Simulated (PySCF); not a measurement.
## Excitation energy of Ga by level of theory

Ga [Ar] 3d10 4s2 4p1 (2P) → Ga [Ar] 3d10 4s2 5s1 (2S), as a difference of total energies. All numbers are calculated (PySCF 2.14, a scalar-relativistic core potential, in aug-cc-pwCVDZ-PP with ECP10MDF (6s5p4d1f, 48 functions)). Correlated levels: valence: 3s2 3p6 3d10 frozen. The calculations carry no spin-orbit coupling.

```
           method  excitation energy (eV)  error (eV)
              UHF                   2.898      -0.107
    MP2 (valence)                   2.917      -0.088
SCS-MP2 (valence)                   2.914      -0.091
   CCSD (valence)                   2.963      -0.042
CCSD(T) (valence)                   2.964      -0.041
  CCSDT (valence)                   2.963      -0.042
```

Reference: 3.005 eV (measured; NIST levels, between the centres of gravity of the two terms).

Errors of the correlated levels include the incompleteness of this basis and the frozen core.
